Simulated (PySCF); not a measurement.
How methods differ on the excitation energy of Te²⁺

Te²⁺ [Kr] 4d10 5s2 5p2 (3P) → Te²⁺ [Kr] 4d10 5s1 5p2 6s1 (5P), as a difference of total energies. Computed with PySCF 2.14 in aug-cc-pVTZ-PP with ECP28MDF, with a scalar-relativistic core potential. Correlated levels: valence: 4s2 4p6 4d10 frozen. The calculations carry no spin-orbit coupling.

```json
{"method": "UHF", "excitation energy (cm⁻¹)": "159100"}
{"method": "LDA", "excitation energy (cm⁻¹)": "178450"}
{"method": "PBE", "excitation energy (cm⁻¹)": "175510"}
{"method": "PBE0", "excitation energy (cm⁻¹)": "173520"}
{"method": "r2SCAN", "excitation energy (cm⁻¹)": "174110"}
{"method": "r2SCAN0", "excitation energy (cm⁻¹)": "172510"}
{"method": "B97-3", "excitation energy (cm⁻¹)": "177270"}
{"method": "PBEsol", "excitation energy (cm⁻¹)": "175590"}
{"method": "wB97X", "excitation energy (cm⁻¹)": "180310"}
{"method": "MP2 (valence)", "excitation energy (cm⁻¹)": "165920"}
{"method": "SCS-MP2 (valence)", "excitation energy (cm⁻¹)": "168960"}
```

The promoted electron is Rydberg-like, and one or two diffuse shells describe it only roughly, which tends to raise the upper state.
